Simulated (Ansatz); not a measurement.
Consider the formal exchange of groups at the Sn–C bond: `C[C](=N)[SnH3]` + `CC1=NC1` → `CC1=N[CH]1[SnH3]` + `CC=N`.

Gas-phase electronic energies from Ansatz, PBE0-D4/def2-TZVP geometries. CCSD(T)/CBS is the MP2 limit (def2-TZVPP, def2-QZVPP) plus CCSD(T) − MP2 in def2-TZVPP, frozen cores. DFT in def2-TZVPP. B3LYP here is the variant with VWN-RPA as its local correlation; programs differ in this. Elements past krypton have def2 core potentials. For Sn outer-core shells are correlated without core-valence functions, which leaves a few kJ/mol of doubt a bond. One conformer a species, not always the lowest.

Task: Is it downhill or uphill in electronic energy at CCSD(T)/CBS, and by how much? (Estimate.)

Result: The calculation gave: Nearly level: ΔE = +0.02 eV.

Task: What do these levels give: r2SCAN-D4, B3LYP-D4, ωB97X-V, ωB97M-V, r2SCAN, PBE0, HF/def2-TZVPP, MP2/def2-TZVPP, CCSD/def2-TZVPP, HF/def2-QZVPP, MP2/def2-QZVPP, HF/CBS(def2)? (Estimate.)

Result: Ansatz gave: r2SCAN-D4 0.05, B3LYP-D4 0.05, ωB97X-V 0.03, ωB97M-V 0.03, r2SCAN 0.05, PBE0 0.04, HF/def2-TZVPP 0.00, MP2/def2-TZVPP 0.01, CCSD/def2-TZVPP 0.01, HF/def2-QZVPP 0.00, MP2/def2-QZVPP 0.01, HF/CBS(def2) 0.00 eV.

Largest T1 diagnostic among the species: 0.014.
